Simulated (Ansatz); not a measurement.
CH2N2Si, SMILES `[C-]#[N+][Si]N` (excited triplet) (charge 0, multiplicity 3). This triplet is an excited state, 2.42 eV above the relaxed singlet at the level frozen-core CCSD(T)/cc-pVTZ // PBE0-D3(BJ)/def2-TZVP (Ansatz, a quantum-chemistry and plane-wave program).

Cartesian coordinates (Å):
SMILES: N[Si][N+]#[C-]
```xyz
6

C      2.8073    -0.3280     0.1765
N      1.7047     0.0866     0.1756
Si     0.1621     0.8476     0.2176
N     -1.1953    -0.1223    -0.1378
H     -1.6657    -0.0479    -1.0267
H     -1.8130    -0.4360     0.5949
```
Charge 0, spin multiplicity 3.

Frozen-core energies in 6-31g from Ansatz at a geometry from PBE0-D3(BJ)/def2-TZVP; the HF reference has <S^2> = 2.02 and the T1 diagnostic is 0.023.

```
level  energy (Ha)
-----  -----------
HF      -436.69279
MP2     -437.01425
CCSD    -437.03276
```

### Question
Estimate the energies of CCSD(T), CCSDT and CCSDT(Q), and give each level's difference from CCSDT(Q).

### Answer

| level | energy (Ha) | difference from CCSDT(Q) (mHa) |
|---|---|---|
| MP2 | -437.01425 | 32.35 |
| CCSD | -437.03276 | 13.84 |
| CCSD(T) | -437.04452 | 2.08 |
| CCSDT | -437.04543 | 1.18 |
| CCSDT(Q) | -437.04661 | 0.00 |
